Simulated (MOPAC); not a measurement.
A run for MOPAC: PM3 on ClHSSi (SMILES S[Si]Cl), a point of a torsion scan.

```
PM3 1SCF PRECISE CHARGE=0 THREADS=1
ClHSSi

S     -1.27363579 1     0.51012940 1     0.42641009 1
Si     0.80696414 1     0.81255687 1    -0.26947577 1
Cl     0.54051191 1     2.07504484 1    -1.85995739 1
H     -1.46451634 1    -0.54299307 1    -0.35678478 1
```

Output:

```
*******************************************************************************
 **                                                                           **
 **                              MOPAC v23.2.5                                **
 **                                                                           **
 *******************************************************************************
 ** MOPAC's Digital Object Identifier: https://doi.org/10.5281/zenodo.6511958 **
 **                                                                           **
 ** Please cite the open-source release paper for use of this MOPAC version:  **
 ** J. E. Moussa and J. J. P. Stewart (2026)                                  **
 ** MOPAC: An open-source semiempirical molecular orbital program             **
 ** J. Open Source Softw., 11(119), 8025, https://doi.org/10.21105/joss.08025 **
 *******************************************************************************

                              PM3 CALCULATION RESULTS

 *******************************************************************************
 *  PM3        - The PM3 Hamiltonian to be used
 *
 *
 *
 *                 CHARGE ON SYSTEM = 0
 *
 *
 *
 *  PRECISE    - TIGHTER CRITERIA TO BE USED
 *  1SCF       - DO 1 SCF AND THEN STOP
 *  THREADS=1  - MULTI-THREADING NOT USED
 *  T=         - A TIME OF 172800.0 SECONDS REQUESTED
 *  DUMP=N     - RESTART FILE WRITTEN EVERY 7200.0 SECONDS REQUESTED
 *******************************************************************************
PM3 1SCF PRECISE CHARGE=0 THREADS=1
 ClHSSi

   ATOM   CHEMICAL          X               Y               Z
  NUMBER   SYMBOL      (ANGSTROMS)     (ANGSTROMS)     (ANGSTROMS)

     1       S         -1.27363579  *   0.51012940  *   0.42641009  *
     2      Si          0.80696414  *   0.81255687  *  -0.26947577  *
     3      Cl          0.54051191  *   2.07504484  *  -1.85995739  *
     4       H         -1.46451634  *  -0.54299307  *  -0.35678478  *



          CARTESIAN COORDINATES

    NO.       ATOM           X           Y           Z

     1         S         -1.2736      0.5101      0.4264
     2        Si          0.8070      0.8126     -0.2695
     3        Cl          0.5405      2.0750     -1.8600
     4         H         -1.4645     -0.5430     -0.3568

  H: (PM3): J. J. P. STEWART, J. COMP. CHEM. 10, 209 (1989).
 Si: (PM3): J. J. P. STEWART, J. COMP. CHEM. 10, 209 (1989).
  S: (PM3): J. J. P. STEWART, J. COMP. CHEM. 10, 209 (1989).
 Cl: (PM3): J. J. P. STEWART, J. COMP. CHEM. 10, 209 (1989).

           Empirical Formula: H S Si Cl  =     4 atoms



      MOLECULAR POINT GROUP   :   C1


      RHF CALCULATION, NO. OF DOUBLY OCCUPIED LEVELS = 9


 -------------------------------------------------------------------------------
 PM3 1SCF PRECISE CHARGE=0 THREADS=1
 ClHSSi



     1SCF WAS SPECIFIED, SO BFGS WAS NOT USED
     SCF FIELD WAS ACHIEVED


                              PM3 CALCULATION
                                                       MOPAC v23.2.5 Linux




          FINAL HEAT OF FORMATION =         -8.41354 KCAL/MOL =     -35.20224 KJ/MOL


          COSMO AREA              =        117.27 SQUARE ANGSTROMS
          COSMO VOLUME            =        108.73 CUBIC ANGSTROMS

          IONIZATION POTENTIAL    =          8.634183 EV
          HOMO LUMO ENERGIES (EV) =         -8.634 -2.523
          NO. OF FILLED LEVELS    =          9
          MOLECULAR WEIGHT        =         96.6064         POINT GROUP:  C1

          MOLECULAR DIMENSIONS (Angstroms)

            Atom       Atom       Distance
            H     4   Cl     3     3.62406
           Si     2   Cl     3     1.47169
           Si     2    S     1     1.10181


          SCF CALCULATIONS        =          1





   ATOM   CHEMICAL          X               Y               Z
  NUMBER   SYMBOL      (ANGSTROMS)     (ANGSTROMS)     (ANGSTROMS)

     1       S         -1.27363579  *   0.51012940  *   0.42641009  *
     2      Si          0.80696414  *   0.81255687  *  -0.26947577  *
     3      Cl          0.54051191  *   2.07504484  *  -1.85995739  *
     4       H         -1.46451634  *  -0.54299307  *  -0.35678478  *

                             CARTESIAN COORDINATES

   1    S       -1.273635790     0.510129400     0.426410090
   2   Si        0.806964140     0.812556870    -0.269475770
   3   Cl        0.540511910     2.075044840    -1.859957390
   4    H       -1.464516340    -0.542993070    -0.356784780


           Empirical Formula: H S Si Cl  =     4 atoms



      MOLECULAR POINT GROUP   :   C1


                  EIGENVALUES
 -55.59416 -26.69484 -14.95847 -13.81068 -12.08061 -11.49771 -11.35722  -9.68080
  -8.63418  -2.52262  -1.21568  -0.12087   0.98152


              NET ATOMIC CHARGES AND DIPOLE CONTRIBUTIONS

  ATOM NO.   TYPE          CHARGE      No. of ELECS.   s-Pop       p-Pop
    1          S          -0.307615        6.3076     1.90531     4.40230
    2         Si           0.572536        3.4275     1.85390     1.57357
    3         Cl          -0.300786        7.3008     1.96834     5.33244
    4          H           0.035865        0.9641     0.96414
 DIPOLE           X         Y         Z       TOTAL
 POINT-CHG.     3.068    -1.611     1.255     3.685
 HYBRID        -1.690     0.129    -1.671     2.380
 SUM            1.378    -1.482    -0.416     2.066


          ATOMIC ORBITAL ELECTRON POPULATIONS

     Atom    s        px        py        pz
    1  S   1.90531   1.48372   1.35850   1.56009
    2 Si   1.85390   0.74221   0.39087   0.44048
    3 Cl   1.96834   1.94275   1.72553   1.66416
    4  H   0.96414

 **********************
 *                    *
 * JOB ENDED NORMALLY *
 *                    *
 **********************




 == MOPAC DONE ==
```

The run finished.

Cost: roughly 0.03 core-seconds.
